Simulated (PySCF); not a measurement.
## Exact mass, isotope pattern and composition

Species: `BOB(F)Cl`.

Calculated for natural abundance.

**Question.** What are the average molar mass and the monoisotopic mass?

**Answer.** For B2ClFH2O, with standard atomic weights, 2 × 10.810 + 1 × 15.999 + 1 × 18.998 + 1 × 35.450 + 2 × 1.008 = 94.083 g/mol. From the most abundant isotopes (11B, 16O, 19F, 35Cl, 1H), 2 × 11.009305 + 1 × 15.994915 + 1 × 18.998403 + 1 × 34.968853 + 2 × 1.007825 = 93.9964 u.

**Question.** What cluster does the molecular ion M+• show when like nominal masses merge?

**Answer.** 
```tsv
nominal mass	m/z (centroid)	relative intensity
92	92.0031	6.1
93	92.9995	48.7
94	93.9960	100.0
95	94.9966	15.7
96	95.9930	31.5
```

Lines under 0.1 % of the tallest are left out. One electron mass, 0.00055 u, is taken off. Abundances used (%; other tables differ somewhat): 10B 19.9, 11B 80.1; 16O 99.757, 17O 0.038, 18O 0.205; 35Cl 75.78, 37Cl 24.22; 1H 99.9885, 2H 0.0115.

**Question.** What share of all molecules is the monoisotopic species?

**Answer.** 0.801^2 × 0.99757 × 1 × 0.7578 × 0.999885^2 = 48.49 %.

**Question.** Resolve the fine structure: one atom at a time replaced by a minor isotope.

**Answer.** Intensity in % of the monoisotopic species:

```
isotope  mass shift (u)      m/z  intensity (%)
    10B        -0.99637  92.9995          49.69
    17O        +1.00422  95.0001           0.04
     2H        +1.00628  95.0022           0.02
   37Cl        +1.99705  95.9929          31.96
    18O        +2.00425  96.0001           0.21
```

Species under 0.02 % are left out.

**Question.** Protons, neutrons, electrons, and exact less nominal mass of the monoisotopic species?

**Answer.** 46 protons, 48 neutrons and 46 electrons; 93.9964 − 94 = -0.0036 u.
